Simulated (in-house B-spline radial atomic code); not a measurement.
# Ionising the potassium ion K⁵⁺ with different functionals

Computed with a radial B-spline atomic code at the basis-set limit: scalar-relativistic (spin-free X2C) Hamiltonian, Fermi nucleus of rms radius 3.4349 fm, spin-polarised at highest spin, spherical fractional occupations for the functionals, and exact exchange of hybrids averaged over the configuration. The ionisation energy is the difference of two self-consistent energies, [Ne] 3s2 3p2 → [Ne] 3s2 3p1, without Breit or QED terms; ε is the level of the shell that loses the electron (its least bound occupied spin orbital).

```csv
method,rung,ΔSCF (eV),-ε(3p) (eV)
PBE0,global hybrid,?,?
B3LYP,global hybrid,99.65,92.53
TPSSh,global hybrid,99.74,91.82
BHandHLYP,global hybrid,99.46,95.15
r2SCAN0,global hybrid,?,?
B97-1,global hybrid,99.54,92.55
HSE06,range-separated hybrid,99.59,92.60
wB97X,range-separated hybrid,99.52,95.60
CAM-B3LYP,range-separated hybrid,99.61,94.49
LC-wPBE,range-separated hybrid,99.78,96.11
```

Problem. What does r2SCAN0 give?

Solution. ΔSCF 99.79 eV, and -ε(3p) = 93.38 eV.

Problem. What does PBE0 give?

Solution. ΔSCF 99.62 eV, and -ε(3p) = 93.04 eV.

Problem. Among the functionals, which spreads more, the ΔSCF values or the orbital energies?

Solution. The orbital energies: ΔSCF values span about 0.33 eV and the orbital energies 4.29 eV; here energy differences depend much less on the functional than eigenvalues do.

Problem. How do they compare with the NIST value?

Solution. NIST lists 99.4 eV ± 0.2 (semi-empirical, ground level to ground level). Errors run from +0.02 to +0.35 eV; all lie within about twice that uncertainty, so the table can't rank the methods.
